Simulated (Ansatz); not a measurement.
**A geometry optimisation of ClGeH4Si+ with B3LYP-D3(BJ)/def2-SVP**

The starting geometry of this gas-phase singlet was optimised with GFN2-xTB; its bonds are those of `[SiH2+][GeH2][Cl]`.

```yaml
atoms:
  - { symbol: Cl, position_ang: [-0.7681, -3.2280, 2.5220] }
  - { symbol: Ge, position_ang: [0.5380, -1.6237, 2.6074] }
  - { symbol: Si, position_ang: [-0.0973, 0.1216, 1.0054] }
  - { symbol: H, position_ang: [-0.2513, 0.0451, -0.4560] }
  - { symbol: H, position_ang: [-0.4683, 1.4914, 1.3904] }
  - { symbol: H, position_ang: [1.9522, -2.0125, 2.2437] }
  - { symbol: H, position_ang: [0.4940, -0.9123, 3.9437] }
```

Q: Predict what it relaxes into with B3LYP-D3(BJ)/def2-SVP.

A: A new bond forms, giving a structure with Cl1 bridging Ge2 and Si3, given below by its coordinates. Distances that change by over a tenth: Cl1–Ge2 (2.07 → 2.51 Å). Contacts that close: Cl1–Si3 (3.74 → 2.19 Å).

The energy falls by 1.06 eV over 15 steps:

| step | E − E(last) (eV) |
| --- | --- |
| 1 | 1.057 |
| 3 | 0.886 |
| 4 | 0.831 |
| 6 | 0.686 |
| 7 | 0.561 |
| 9 | 0.217 |
| 10 | 0.135 |
| 12 | 0.003 |
| 13 | 0.000 |
| 15 | 0.000 |

Final geometry (Å):

```yaml
atoms:
  - { symbol: Cl, position_ang: [-1.1679, -2.0119, 1.8558] }
  - { symbol: Ge, position_ang: [1.0661, -1.2218, 2.6885] }
  - { symbol: Si, position_ang: [-0.2806, -0.1671, 1.0820] }
  - { symbol: H, position_ang: [0.0601, -0.3452, -0.3421] }
  - { symbol: H, position_ang: [-1.0984, 0.9860, 1.5034] }
  - { symbol: H, position_ang: [2.0043, -2.3624, 2.2879] }
  - { symbol: H, position_ang: [0.8155, -0.9960, 4.1811] }
```

Frequencies at the end are all real (lowest 152 cm⁻¹). Run with Ansatz 0.2.0, 25 s on 1 thread of Intel(R) Xeon(R) 6975P-C (Granite Rapids), with other jobs on the host.
